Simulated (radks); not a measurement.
Spherical quantum dot in the effective-mass picture: electrons in a hard-walled sphere of radius 1.28, with a point charge +2 (a donor) at the centre, all in effective atomic units (hartree* = m*/eps^2 hartree, bohr* = eps/m* bohr), one dielectric constant everywhere. Method: non-relativistic Kohn-Sham, exchange-only LDA, spin-polarised, spherical densities; computed with a radial shooting solver with Libxc functionals. Levels are named by radial order and angular momentum (1s, 1p, 1d, 2s, ...), and open shells are averaged over m. Each electron was tried in the lowest free levels, single moves between levels near the top were tried too, and the lowest total energy was kept; such a search can miss a lower state. At N = 1 the Hartree and exchange-correlation terms need not cancel, so that row can carry a self-interaction error.

| N | open shells | 2S | E (hartree*) | mu = E(N) - E(N-1) (hartree*) | addition energy mu(N+1) - mu(N) (hartree*) | e(HOMO) (hartree*) | rms radius (bohr*) |
|---|---|---|---|---|---|---|---|
| 1 | 1s(up 1, down 0) | 1 | -1.27263 | -1.2726 | 1.691 | -0.65422 | 0.5726 |
| 2 | none | 0 | -0.853901 | 0.41873 | 5.264 | 0.99302 | 0.5939 |
| 3 | 1p(up 1, down 0) | 1 | 4.82863 | 5.6825 | 1.028 | 6.1858 | 0.6631 |
| 4 | 1p(up 2, down 0) | 2 | 11.5389 | 6.7103 | 1.067 | 7.2403 | 0.6974 |
| 5 | 1p(up 3, down 0) | 3 | 19.3161 | 7.7772 | 1.467 | 8.3163 | 0.7191 |
| 6 | 1p(up 3, down 1) | 2 | 28.5606 | 9.2445 | 0.9989 | 9.7334 | 0.7351 |
| 7 | 1p(up 3, down 2) | 1 | 38.8040 | 10.243 | 1.039 | 10.759 | 0.7473 |
| 8 | none | 0 | 50.0862 | 11.282 | 4.908 | 11.808 | 0.7573 |
| 9 | 1d(up 1, down 0) | 1 | 66.2768 | 16.191 | 0.9842 | 16.681 | 0.7723 |
| 10 | 1d(up 2, down 0) | 2 | 83.4515 | 17.175 | 0.9933 | 17.670 | 0.7845 |
| 11 | 1d(up 3, down 0) | 3 | 101.620 | 18.168 | 0.9988 | 18.667 | 0.7947 |
| 12 | 1d(up 4, down 0) | 4 | 120.786 | 19.167 | 1.002 | 19.668 | 0.8034 |
| 13 | 1d(up 5, down 0) | 5 | 140.956 | 20.169 | 1.346 | 20.671 | 0.8109 |
| 14 | 1d(up 5, down 1) | 4 | 162.471 | 21.515 | 0.9696 | 21.998 | 0.8176 |
| 15 | 1d(up 5, down 2) | 3 | 184.956 | 22.485 | 0.9789 | 22.973 | 0.8236 |
| 16 | 1d(up 5, down 3) | 2 | 208.420 | 23.464 | 0.9848 | 23.955 | 0.8290 |
| 17 | 1d(up 5, down 4) | 1 | 232.868 | 24.449 | 0.9886 | 24.942 | 0.8339 |
| 18 | none | 0 | 258.305 | 25.437 | 1.862 | 25.932 | 0.8383 |
| 19 | 2s(up 1, down 0) | 1 | 285.604 | 27.299 | 1.513 | 27.930 | 0.8363 |
| 20 | none | 0 | 314.416 | 28.811 | 4.083 | 29.454 | 0.8338 |
| 21 | 1f(up 1, down 0) | 1 | 347.310 | 32.895 | 0.9564 | 33.373 | 0.8394 |
| 22 | 1f(up 2, down 0) | 2 | 381.162 | 33.851 | 0.9586 | 34.330 | 0.8446 |
| 23 | 1f(up 3, down 0) | 3 | 415.971 | 34.810 | 0.9603 | 35.290 | 0.8494 |
| 24 | 1f(up 4, down 0) | 4 | 451.742 | 35.770 | 0.9616 | 36.251 | 0.8538 |
| 25 | 1f(up 5, down 0) | 5 | 488.473 | 36.732 | 0.9625 | 37.213 | 0.8580 |
| 26 | 1f(up 6, down 0) | 6 | 526.168 | 37.694 | 0.9632 | 38.176 | 0.8618 |
| 27 | 1f(up 7, down 0) | 7 | 564.825 | 38.657 | 1.263 | 39.139 | 0.8654 |
| 28 | 1f(up 7, down 1) | 6 | 604.746 | 39.921 | 0.9476 | 40.394 | 0.8689 |
| 29 | 1f(up 7, down 2) | 5 | 645.614 | 40.869 | 0.9500 | 41.343 | 0.8721 |
| 30 | 1f(up 7, down 3) | 4 | 687.433 | 41.819 | 0.9518 | 42.294 | 0.8751 |
| 31 | 1f(up 7, down 4) | 3 | 730.203 | 42.770 | 0.9532 | 43.247 | 0.8780 |
| 32 | 1f(up 7, down 5) | 2 | 773.927 | 43.723 | 0.9542 | 44.200 | 0.8808 |
| 33 | 1f(up 7, down 6) | 1 | 818.604 | 44.678 | - | 45.155 | 0.8834 |

All shells are closed at N = 2, 8, 18, 20 (there: 1s2 1p6 1d10 2s2); the second difference of the energy has clear peaks (12 % above both neighbours; the first and last values, which can be the largest, are not judged, and half-filled shells can peak too) at N = 2, 5, 8, 13, 18, 20, 27.
